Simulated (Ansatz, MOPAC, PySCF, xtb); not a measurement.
Torsion H4–O1–B2–F3 in BFH2O (SMILES OBF); at each angle all else is relaxed with GFN2-xTB, and the levels are single points there.
Geometry at 0° (charge 0, multiplicity 1):
```json
[
 {"atom": "O", "x (Å)": "0.9397", "y (Å)": "-0.0055", "z (Å)": "-0.3759"},
 {"atom": "B", "x (Å)": "-0.3246", "y (Å)": "0.3477", "z (Å)": "-0.2373"},
 {"atom": "F", "x (Å)": "-0.9125", "y (Å)": "0.2471", "z (Å)": "0.9570"},
 {"atom": "H", "x (Å)": "1.3852", "y (Å)": "-0.3259", "z (Å)": "0.4116"},
 {"atom": "H", "x (Å)": "-0.9447", "y (Å)": "0.7484", "z (Å)": "-1.1410"}
]
```

```json
[
 {"level": "AM1", "energy at 90° less that at 0° (kcal/mol)": "21.74", "minus CCSD(T)/CBS(cc-pVTZ, cc-pVQZ)": "9.44", "cost": "-"},
 {"level": "PM7", "energy at 90° less that at 0° (kcal/mol)": "6.80", "minus CCSD(T)/CBS(cc-pVTZ, cc-pVQZ)": "-5.49", "cost": "-"},
 {"level": "GFN2-xTB", "energy at 90° less that at 0° (kcal/mol)": "13.12", "minus CCSD(T)/CBS(cc-pVTZ, cc-pVQZ)": "0.82", "cost": "-"},
 {"level": "HF/STO-3G", "energy at 90° less that at 0° (kcal/mol)": "19.77", "minus CCSD(T)/CBS(cc-pVTZ, cc-pVQZ)": "7.47", "cost": "-"},
 {"level": "HF/3-21G", "energy at 90° less that at 0° (kcal/mol)": "9.54", "minus CCSD(T)/CBS(cc-pVTZ, cc-pVQZ)": "-2.76", "cost": "-"},
 {"level": "HF/6-31G*", "energy at 90° less that at 0° (kcal/mol)": "13.17", "minus CCSD(T)/CBS(cc-pVTZ, cc-pVQZ)": "0.87", "cost": "-"},
 {"level": "HF/cc-pVQZ", "energy at 90° less that at 0° (kcal/mol)": "11.75", "minus CCSD(T)/CBS(cc-pVTZ, cc-pVQZ)": "-0.55", "cost": "-"},
 {"level": "SVWN5/def2-TZVPP", "energy at 90° less that at 0° (kcal/mol)": "11.28", "minus CCSD(T)/CBS(cc-pVTZ, cc-pVQZ)": "-1.01", "cost": "×0.8"},
 {"level": "PBE/def2-TZVPP", "energy at 90° less that at 0° (kcal/mol)": "11.76", "minus CCSD(T)/CBS(cc-pVTZ, cc-pVQZ)": "-0.53", "cost": "×1"},
 {"level": "PBE-D3(BJ)/def2-TZVPP", "energy at 90° less that at 0° (kcal/mol)": "11.78", "minus CCSD(T)/CBS(cc-pVTZ, cc-pVQZ)": "-0.51", "cost": "×1"},
 {"level": "PBE-D4/def2-TZVPP", "energy at 90° less that at 0° (kcal/mol)": "11.77", "minus CCSD(T)/CBS(cc-pVTZ, cc-pVQZ)": "-0.53", "cost": "×1"},
 {"level": "BLYP/def2-TZVPP", "energy at 90° less that at 0° (kcal/mol)": "11.55", "minus CCSD(T)/CBS(cc-pVTZ, cc-pVQZ)": "-0.75", "cost": "×1"},
 {"level": "BLYP-D3(BJ)/def2-TZVPP", "energy at 90° less that at 0° (kcal/mol)": "11.59", "minus CCSD(T)/CBS(cc-pVTZ, cc-pVQZ)": "-0.70", "cost": "×1"},
 {"level": "BLYP-D4/def2-TZVPP", "energy at 90° less that at 0° (kcal/mol)": "11.57", "minus CCSD(T)/CBS(cc-pVTZ, cc-pVQZ)": "-0.73", "cost": "×1"},
 {"level": "BP86/6-31G*", "energy at 90° less that at 0° (kcal/mol)": "13.17", "minus CCSD(T)/CBS(cc-pVTZ, cc-pVQZ)": "0.88", "cost": "-"},
 {"level": "r2SCAN/def2-TZVPP", "energy at 90° less that at 0° (kcal/mol)": "11.84", "minus CCSD(T)/CBS(cc-pVTZ, cc-pVQZ)": "-0.46", "cost": "×2"},
 {"level": "r2SCAN-D4/def2-TZVPP", "energy at 90° less that at 0° (kcal/mol)": "11.84", "minus CCSD(T)/CBS(cc-pVTZ, cc-pVQZ)": "-0.46", "cost": "×2"},
 {"level": "B3LYP/6-311+G**", "energy at 90° less that at 0° (kcal/mol)": "11.97", "minus CCSD(T)/CBS(cc-pVTZ, cc-pVQZ)": "-0.33", "cost": "-"},
 {"level": "B3LYP/def2-TZVPP", "energy at 90° less that at 0° (kcal/mol)": "11.58", "minus CCSD(T)/CBS(cc-pVTZ, cc-pVQZ)": "-0.72", "cost": "×1"},
 {"level": "B3LYP-D3(BJ)/def2-TZVPP", "energy at 90° less that at 0° (kcal/mol)": "11.61", "minus CCSD(T)/CBS(cc-pVTZ, cc-pVQZ)": "-0.69", "cost": "×1"},
 {"level": "B3LYP-D4/def2-TZVPP", "energy at 90° less that at 0° (kcal/mol)": "11.59", "minus CCSD(T)/CBS(cc-pVTZ, cc-pVQZ)": "-0.71", "cost": "×1"},
 {"level": "PBE0/def2-TZVPP", "energy at 90° less that at 0° (kcal/mol)": "11.81", "minus CCSD(T)/CBS(cc-pVTZ, cc-pVQZ)": "-0.49", "cost": "×1"},
 {"level": "PBE0-D3(BJ)/def2-TZVPP", "energy at 90° less that at 0° (kcal/mol)": "11.82", "minus CCSD(T)/CBS(cc-pVTZ, cc-pVQZ)": "-0.47", "cost": "×1"},
 {"level": "PBE0-D4/def2-TZVPP", "energy at 90° less that at 0° (kcal/mol)": "11.81", "minus CCSD(T)/CBS(cc-pVTZ, cc-pVQZ)": "-0.48", "cost": "×1"},
 {"level": "M06-2X/6-31G*", "energy at 90° less that at 0° (kcal/mol)": "13.08", "minus CCSD(T)/CBS(cc-pVTZ, cc-pVQZ)": "0.78", "cost": "-"},
 {"level": "M06-2X/def2-TZVPP", "energy at 90° less that at 0° (kcal/mol)": "11.61", "minus CCSD(T)/CBS(cc-pVTZ, cc-pVQZ)": "-0.69", "cost": "-"},
 {"level": "wB97X-V/def2-TZVPP", "energy at 90° less that at 0° (kcal/mol)": "11.78", "minus CCSD(T)/CBS(cc-pVTZ, cc-pVQZ)": "-0.52", "cost": "×3"},
 {"level": "wB97M-V/def2-TZVPP", "energy at 90° less that at 0° (kcal/mol)": "11.79", "minus CCSD(T)/CBS(cc-pVTZ, cc-pVQZ)": "-0.50", "cost": "×3"},
 {"level": "MP2/6-31G*", "energy at 90° less that at 0° (kcal/mol)": "14.04", "minus CCSD(T)/CBS(cc-pVTZ, cc-pVQZ)": "1.75", "cost": "-"},
 {"level": "MP2/cc-pVDZ", "energy at 90° less that at 0° (kcal/mol)": "14.34", "minus CCSD(T)/CBS(cc-pVTZ, cc-pVQZ)": "2.05", "cost": "-"},
 {"level": "MP2/cc-pVTZ", "energy at 90° less that at 0° (kcal/mol)": "12.53", "minus CCSD(T)/CBS(cc-pVTZ, cc-pVQZ)": "0.24", "cost": "-"},
 {"level": "MP2/cc-pVQZ", "energy at 90° less that at 0° (kcal/mol)": "12.23", "minus CCSD(T)/CBS(cc-pVTZ, cc-pVQZ)": "-0.07", "cost": "-"},
 {"level": "MP2/CBS(cc-pVTZ, cc-pVQZ)", "energy at 90° less that at 0° (kcal/mol)": "12.11", "minus CCSD(T)/CBS(cc-pVTZ, cc-pVQZ)": "-0.18", "cost": "-"},
 {"level": "SCS-MP2/cc-pVTZ", "energy at 90° less that at 0° (kcal/mol)": "12.66", "minus CCSD(T)/CBS(cc-pVTZ, cc-pVQZ)": "0.36", "cost": "-"},
 {"level": "SCS-MP2/cc-pVQZ", "energy at 90° less that at 0° (kcal/mol)": "12.37", "minus CCSD(T)/CBS(cc-pVTZ, cc-pVQZ)": "0.07", "cost": "-"},
 {"level": "CCSD/cc-pVTZ", "energy at 90° less that at 0° (kcal/mol)": "12.64", "minus CCSD(T)/CBS(cc-pVTZ, cc-pVQZ)": "0.35", "cost": "-"},
 {"level": "CCSD/cc-pVQZ", "energy at 90° less that at 0° (kcal/mol)": "12.36", "minus CCSD(T)/CBS(cc-pVTZ, cc-pVQZ)": "0.06", "cost": "-"},
 {"level": "CCSD(T)/cc-pVDZ", "energy at 90° less that at 0° (kcal/mol)": "14.58", "minus CCSD(T)/CBS(cc-pVTZ, cc-pVQZ)": "2.28", "cost": "×1"},
 {"level": "CCSD(T)/cc-pVTZ", "energy at 90° less that at 0° (kcal/mol)": "12.73", "minus CCSD(T)/CBS(cc-pVTZ, cc-pVQZ)": "0.43", "cost": "×10"},
 {"level": "CCSD(T)/CBS(cc-pVTZ, cc-pVQZ)", "energy at 90° less that at 0° (kcal/mol)": "12.30", "minus CCSD(T)/CBS(cc-pVTZ, cc-pVQZ)": "0.00", "cost": "×500*"}
]
```

 The comparison column counts from a level with limits of its own.

The rows run from 6.80 (PM7) to 21.74 kcal/mol (AM1). From cc-pVDZ to cc-pVQZ MP2 changes by -2.11. The dispersion term adds 0.02 in PBE-D3(BJ), 0.01 in PBE-D4, 0.04 in BLYP-D3(BJ). The 9 functionals in def2-TZVPP without D3 or D4 span 0.56, from SVWN5 to r2SCAN.

On the grid 0° to 330°, 90° is the highest and 0° the lowest point at CCSD(T)/CBS(cc-pVTZ, cc-pVQZ).

Frozen-core correlation. CBS: X⁻³ extrapolation of the correlation energy, Hartree–Fock from the larger set. Rows in 3-21G, 6-311+G**, 6-31G*, STO-3G carry no dispersion term and start afresh at each structure (6-31G* with six Cartesian d functions). MP2/6-31G* freezes PySCF's default core. The state reached by AM1, PM7 isn't checked; PM7 holds dispersion and hydrogen-bond terms.

Codes used: Ansatz (an electronic-structure program) with Gaussian orbitals; MOPAC for AM1, PM7 (differences of heats of formation); PySCF for 3-21G rows, 6-311+G** rows, 6-31G* rows, M06-2X, STO-3G rows, the dispersion terms; xtb for the GFN methods. Each number belongs to the level named beside it.

Costs are rough ratios of core time to PBE/def2-TZVPP (about 1.1 s over the structures, on one shared machine); a dash marks a level with no comparable run of its own. A star marks coupled-cluster runs past 200 virtual orbitals, where the program's memory plan changes under this machine's limit, so their costs aren't comparable with smaller runs.
